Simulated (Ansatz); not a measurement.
Ansatz (an electronic-structure program) input (B3LYP-D3(BJ)/def2-TZVP):

Ansatz 0.2 input:
```yaml
crystal:
  periodic: [false, false, false]
  atoms:
    - {symbol: Zn, position_ang: [-0.02277104, -0.00998209, -0.00381061]}
    - {symbol: Br, position_ang: [-0.23650494, 1.78019041, -1.40104701]}
    - {symbol: Br, position_ang: [0.17078627, -1.79227323, 1.40641318]}
basis:
  gaussian:
    orbitals: def2-TZVP
hamiltonian:
  xc: b3lyp
  dispersion: d3bj
relax: {f_tol: 0.002, max_steps: 150}
```

Output:

```
Functional definition: B3LYP
integrals: 0.10 GiB planned
1124 factors; integrals over basis functions are off by at most 2.1e-4 eV
mean field: 0.90 GiB planned
mean field evaluation 1: about -188516.3101 eV, gradient 4.0e1 eV
mean field evaluation 2: about -188510.9762 eV, gradient 8.7e1 eV
mean field evaluation 4: about -188518.5700 eV, gradient 1.2e0 eV
mean field evaluation 8: about -188518.6465 eV, gradient 1.0e-1 eV
mean field -188518.64650277 eV, -6927.9324764486 hartree, gradient 6.7e-5 eV, S^2 0.000000; 0 other end points of the search recorded, 0 dependent functions left out
the calculation of the forces begins
reference -188518.64672221 eV, -6927.9324845131 hartree; 50, 50 occupied and 94, 94 virtual orbitals, 1124 factors
relax step   1: F+E_penalty+E_count = -188518.79830150 eV  Δ(F+E_penalty+E_count) = +0.000e0 eV  max|allowed force component| = 3.783e-1 eV/Å  Δτ_max = 0.0000 Å  (26 SCF iters, accepted)
these checks for a lower state are left out or cut short: starts, cluster_reference, orbital_swaps, neighbouring_geometries, increment
integrals: 0.11 GiB planned
1124 factors; integrals over basis functions are off by at most 1.9e-4 eV
mean field: 0.90 GiB planned
mean field evaluation 16: about -188518.5854 eV, gradient 2.1e0 eV
mean field -188518.66384133 eV, -6927.9331136290 hartree, gradient 9.2e-6 eV, S^2 0.000000; 0 other end points of the search recorded, 0 dependent functions left out
the calculation of the forces begins
reference -188518.66405987 eV, -6927.9331216601 hartree; 50, 50 occupied and 94, 94 virtual orbitals, 1124 factors
relax step   2: F+E_penalty+E_count = -188518.81756548 eV  Δ(F+E_penalty+E_count) = -1.926e-2 eV  max|allowed force component| = 6.265e-2 eV/Å  Δτ_max = 0.0339 Å  (34 SCF iters, accepted)
these checks for a lower state are left out or cut short: starts, cluster_reference, orbital_swaps, neighbouring_geometries, increment
integrals: 0.11 GiB planned
1124 factors; integrals over basis functions are off by at most 1.9e-4 eV
mean field: 0.90 GiB planned
mean field -188518.66397068 eV, -6927.9331183825 hartree, gradient 9.1e-6 eV, S^2 0.000000; 0 other end points of the search recorded, 0 dependent functions left out
the calculation of the forces begins
reference -188518.66418905 eV, -6927.9331264075 hartree; 50, 50 occupied and 94, 94 virtual orbitals, 1124 factors
relax step   3: F+E_penalty+E_count = -188518.81806331 eV  Δ(F+E_penalty+E_count) = -4.978e-4 eV  max|allowed force component| = 3.505e-3 eV/Å  Δτ_max = 0.0064 Å  (34 SCF iters, accepted)
these checks for a lower state are left out or cut short: starts, cluster_reference, orbital_swaps, neighbouring_geometries, increment
integrals: 0.11 GiB planned
1124 factors; integrals over basis functions are off by at most 1.9e-4 eV
mean field: 0.90 GiB planned
mean field evaluation 32: about -188518.5870 eV, gradient 4.2e-1 eV
mean field -188518.66399545 eV, -6927.9331192930 hartree, gradient 1.5e-5 eV, S^2 0.000000; 0 other end points of the search recorded, 0 dependent functions left out
the calculation of the forces begins
reference -188518.66421383 eV, -6927.9331273182 hartree; 50, 50 occupied and 94, 94 virtual orbitals, 1124 factors
relax step   4: F+E_penalty+E_count = -188518.81807313 eV  Δ(F+E_penalty+E_count) = -9.825e-6 eV  max|allowed force component| = 2.027e-4 eV/Å  Δτ_max = 0.0026 Å  (25 SCF iters, accepted)
integrals: 0.11 GiB planned
1124 factors; integrals over basis functions are off by at most 1.9e-4 eV
mean field: 0.90 GiB planned
mean field -188518.66399545 eV, -6927.9331192930 hartree, gradient 1.5e-5 eV, S^2 0.000000; 1 other end points of the search recorded, 0 dependent functions left out
the calculation of the forces begins
reference -188518.66421383 eV, -6927.9331273182 hartree; 50, 50 occupied and 94, 94 virtual orbitals, 1124 factors
Total energy: -188518.81829151 eV, -6927.9387895685 hartree
Atom 0 at    -0.029369    -0.007405     0.000437 Å, force    -0.000203     0.000080     0.000130 eV/Å
Atom 1 at    -0.229648     1.747691    -1.378643 Å, force     0.000116    -0.000166     0.000034 eV/Å
Atom 2 at     0.170527    -1.762351     1.379762 Å, force     0.000087     0.000087    -0.000164 eV/Å
Dipole moment:     0.000102    -0.000040    -0.000065 e Å
```
